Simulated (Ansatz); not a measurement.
Ansatz results at the PBE0-D4/def2-TZVP geometry: HOMO energy (PBE0/def2-TZVPP) -7.47 eV; ideal-gas entropy at 298 K and 1 bar (rigid rotor, harmonic PBE0-D4/def2-TZVP) 378 J/(mol·K); LUMO energy (B3LYP/def2-TZVPP) -0.70 eV.

Each molecule was computed in one conformer, which needn't be the lowest.

Problem. Which molecule gave them?
A. `[CH3][Ta](=[O])([F])[F]`
B. `[NH2][Ta]([NH2])(=[O])[F]`
C. `[NH]=[Ta]([NH2])([NH2])[Cl]`
D. `[NH2][Ta]([NH2])(=[O])[Cl]`

Solution. C. The others give `[CH3][Ta](=[O])([F])[F]`: -9.20, 360, -1.94; `[NH2][Ta]([NH2])(=[O])[Cl]`: -7.88, 372, -1.10; `[NH2][Ta]([NH2])(=[O])[F]`: -7.88, 361, -0.66.

B3LYP here is the variant with VWN-RPA as its local correlation; programs differ in this.
